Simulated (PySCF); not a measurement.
# What a mistake does to a calculation on GeH6N2O

All numbers below are calculated, not measured. The program is PySCF 2.14.0, an open-source quantum chemistry code, run on an isolated molecule that a program drew, which may never have been made. The molecule is GeH6N2O (charge 0, singlet), drawn as the SMILES string `[NH2][GeH]([NH2])[OH]`.

Each row is a Hartree-Fock (HF) and frozen-core CCSD(T) single point in the cc-pVDZ basis, meant for a local HF minimum. Run 1 is clean. Each other run has one planted mistake out of seven kinds, and not every kind appears here: one electron removed, one electron added, multiplicity raised by two, geometry at a saddle point, minimal basis STO-3G, one bond length entered in bohr, all coordinates scaled. The reference is restricted for singlets and unrestricted otherwise, and also for a bond in bohr. Adding or removing an electron swaps singlet and doublet. Electrons count all cores. HOMO and LUMO are orbital energies over both spins, the gradient is its largest component, and the lowest frequency (negative if imaginary) is given only where the gradient is small. Bond lengths are over the 9 bonds as drawn. T1 is the CCSD diagnostic: over 0.02 (restricted) or 0.045 (unrestricted) a single reference is doubtful. Germanium has the cc-pVDZ-PP basis, with a core potential (ECP10MDF) in place of its 10 inner electrons, and its 3s, 3p and 3d shells are frozen in CCSD(T).

Geometry of the clean run:
```xyz
10
GeH6N2O, angstrom
N     0.8589   -1.2264   -1.4629
Ge    2.0504   -0.3568   -2.5224
N     1.8331    1.4425   -2.3174
O     1.6724   -0.9613   -4.1570
H     0.2587   -1.8564   -1.9658
H     0.3009   -0.6257   -0.8828
H     3.5115   -0.6716   -2.2098
H     2.6029    2.0103   -2.6261
H     0.9830    1.8187   -2.7012
H     2.3837   -0.9314   -4.7795
```

| run | electrons | basis functions | <S^2> | HOMO (eV) | LUMO (eV) | gradient (hartree/bohr) | lowest frequency (cm^-1) | mean bond (Å) | longest bond (Å) | T1 | HF (hartree) | CCSD(T) (hartree) | mistake |
|---|---|---|---|---|---|---|---|---|---|---|---|---|---|
| 1 | 60 | 95 | 0.000 | -10.87 | 4.59 | 2.2e-05 | 136 | 1.3240 | 1.824 | 0.0114 | -480.68850 | -481.37067 | no fault |
| 2 | 60 | 95 | 0.000 | -10.97 | 5.00 | 1.2e-01 | - | 1.2035 | 1.658 | 0.0093 | -480.57538 | -481.23185 | all coordinates scaled |
| 3 | 60 | 95 | 0.815 | -10.57 | 2.64 | 2.8e-02 | - | 1.4233 | 1.898 | 0.0556 | -480.55444 | -481.22657 | one bond length entered in bohr |
| 4 | 61 | 95 | 0.757 | 4.01 | 9.18 | 3.9e-02 | - | 1.3240 | 1.824 | 0.0390 | -480.52952 | -481.23944 | ? |

**Which mistake was planted in run 4, and what did it cost?**

It counts 61 electrons, one more than the clean run, at the same geometry and basis. So the mistake is: one electron added. Subtracting run 1 and multiplying by 627.51 kcal/mol a hartree, the energy moved by 99.8 kcal/mol in HF and 82.3 kcal/mol in CCSD(T).

Cautions from the logs. Run 3: T1 is over the limit, so its CCSD(T) energy is less reliable; run 4: the HOMO is above zero, so the electron isn't bound and the energy depends on the basis.
